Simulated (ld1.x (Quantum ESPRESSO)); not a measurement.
Before and after: ultrasoft potential for tin (Sn)

```
Element                 : Sn
Generator               : ld1.x (Quantum ESPRESSO) 7.5
Type                    : ultrasoft
Functional              : LDA (PZ)
Relativity              : scalar-relativistic
Frozen core             : [Kr] 4d10
Valence charge          : 4
Reference configuration : 5s2 5p0 (charge +2)
Partial waves           : 5s (bound): rcut 1.65, rcutus 2.25 bohr; 5s channel at -1.3 Ry: rcut 1.65, rcutus 2.25 bohr; 5p (bound, empty): rcut 2.30, rcutus 2.60 bohr; 5p channel at -0.7 Ry: rcut 2.30, rcutus 2.60 bohr
Local potential         : all-electron potential smoothed inside 2.60 bohr (lloc = -1)
Core correction         : Bessel-smoothed model core inside 2.30 bohr
Augmentation charge     : built from norm-conserving waves at rcut, not smoothed further
```

All-electron outer shells of the reference configuration (LDA (PZ), scalar-relativistic, ld1.x):

| shell | level (eV) | outermost node (bohr) | outermost maximum (bohr) |
| --- | --- | --- | --- |
| 5s | -26.53 | 0.98 | 1.94 |
| 5p | -18.13 | 1.08 | 2.31 |

Change: core correction Bessel-smoothed model core inside 2.48 bohr.

Cutoffs: the cutoffs (Ry, on a coarse ladder) from which the occupation-weighted sum of valence levels, in a spherical-Bessel basis at the reference potential, stays within 10 and 1 mRy of its value at 400 Ry; they do not see the model core or the augmentation charge, which bear on the density cutoff. Errors are all-electron minus pseudo energies relative to the spin-unpolarised reference configuration.

Question: Predict the effect on cutoff, ghosts and configuration errors.

Answer: Both files are so soft that the ladder of cutoffs tells neither apart; of the 9 tests that both files solve, the error grows in 0 and shrinks in 2 by more than 15 % and 0.3 meV (median size 23.5 → 20.6 meV); neither file shows a bound ghost. A wider model core is smoother and lowers the density cutoff, which this test does not measure.

```tsv
quantity	base	changed
cutoff, loose	6 Ry	6 Ry
cutoff, tight	8 Ry	8 Ry
bound ghosts	none	none
error for 5s2 5p2, meV [ΔE -21.36 eV]	-46	-44
error for 5s2 5p1, meV [ΔE -14.26 eV]	-18	-17
error for 5s1 5p0, meV [ΔE 31.45 eV]	-107	-95
error for 5s1 5p3, meV [ΔE -14.29 eV]	-20	-19
error for 5s0 5p4, meV [ΔE -6.96 eV]	-24	-21
error for 5s1 5p2, meV [ΔE -6.53 eV]	-6.3	-5.6
error for 5s2 5p1.5, meV [ΔE -18.65 eV]	-33	-31
error for 5s2 5p2 (spin-polarised), meV [ΔE -21.84 eV]	-43	-36
error for 5s2 5p1 (spin-polarised), meV [ΔE -14.42 eV]	-16	-13
s: phases at 2.84 bohr within 0.05 rad from the reference energy up to (Ry; the scan ends near 5)	4.4	4.4
p: phases at 2.84 bohr within 0.05 rad from the reference energy up to (Ry; the scan ends near 5)	2.6	2.6
lowest overlap eigenvalue by channel	s 0.34, p 0.56	s 0.34, p 0.56
```
